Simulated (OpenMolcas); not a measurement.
## Te2+: effect of the IPEA shift

| Property | Result |
| --- | --- |
| Program | OpenMolcas 26.06 |
| Basis | ANO-RCC-VTZP [7s6p4d2f1g] |
| Scalar Hamiltonian | DKH2, point nucleus |
| Active space | 4 electrons in 9 orbitals (RAS2 5s 5p; RAS3 5d, at most 2 electrons) |
| State averaging | 2S+1 = 3 even, 6 roots; 2S+1 = 1 even, 12 roots; 2S+1 = 5 odd, 1 root; 2S+1 = 3 odd, 8 roots; 2S+1 = 1 odd, 8 roots |
| Spin-orbit coupling | state interaction with AMFI integrals over the reference wave functions, term energies averaged over their components |

Methods on the same reference wave functions:
A. RASSCF
B. MS-RASPT2, IPEA 0 Eh, imaginary shift 0.1 Eh (closed shells correlated: 4d)
C. MS-RASPT2, IPEA 0.25 Eh, imaginary shift 0.1 Eh (closed shells correlated: 4d)

Energies in eV above 5s² 5p² ³P₀, the measured ground level; measured values from the list in Zhang, Palmeri, Quinet and Biemont, Astron. Astrophys. 551, A136 (2013).

| Level | A | B | C | Measured |
| --- | --- | --- | --- | --- |
| 5s² 5p² ³P₀ | 0.0000 | 0.0000 | 0.0000 | 0.0000 |
| 5s² 5p² ³P₁ | 0.4888 | 0.507 | 0.505 | 0.5898 |
| 5s² 5p² ³P₂ | 0.9311 | 0.912 | 0.911 | 1.0126 |
| 5s² 5p² ¹D₂ | 2.2300 | 2.022 | 2.026 | 2.1523 |
| 5s² 5p² ¹S₀ | 3.9340 | 3.668 | 3.695 | 3.7689 |
| 5s 5p³ ⁵S°₂ | 6.9501 | 7.760 | 7.770 | 8.0077 |
| 5s 5p³ ³D°₁ | 9.8445 | 10.172 | 10.223 | 10.2769 |
| 5s 5p³ ³D°₂ | 9.8549 | 10.194 | 10.244 | 10.3159 |
| 5s 5p³ ³D°₃ | 10.0301 | 10.375 | 10.425 | 10.5641 |

Deviations, from unrounded energies. A percentage is the sum of absolute deviations over the sum of measured energies, with the sign that they share, or ± where signs differ.

```tsv
Against measurement	Levels	A	B	C
mean absolute deviation (cm-1)	8	2900	1100	900
fine structure of the ground term (%)	2	-11.4	-11.4	-11.6
other terms of the ground configuration (%)	2	+4.1	-3.9	-3.4
other configurations (%)	4	-6.3	-1.7	-1.3
```

C lies closest to measurement on these levels and A furthest from it. The largest miss of C in the table is 5s 5p³ ⁵S°₂, by -1900 cm-1. The ranking rests on the paired levels alone, and a cruder setting can come out closer through cancelling errors.

Between B and C the level of the table that moves most is 5s 5p³ ³D°₁, by 410 cm-1 (lowest in B, highest in C). Moves below CASPT2's spread within the term are not significant.

From A to B the spin-free energies of the other terms of 5s² 5p² shown, above ³P, scale by factors of 0.79 to 0.90.

The lowest spin-free term lies below A's lowest term by 0.444 hartree in B, 0.442 hartree in C.

Term energies are means over components that CASPT2 splits; among the terms shown or strongly mixed into the levels shown the widest spread is 74 cm-1 (5s 5p³ ³D°, C). The run also gave levels led by 5s 5p² 5d, 5s² 5p 5d, which use shells meant for correlation; these and all levels above them are left out. Some terms mix strongly with configurations of 5d, whose occupation reaches 0.19 (5s 5p³ ³D°, 5s 5p³ ³P°). Measured partners are found by configuration, term and J. A level has none where our copy of the source lacks it or the pairing is in doubt (some pairs that miss far off the trend of their configuration count as doubtful), and it then counts in no deviation. Levels of configurations outside the active space are missing. The table leaves out levels that lie high or whose names do not pair safely across all columns.

° marks odd parity.
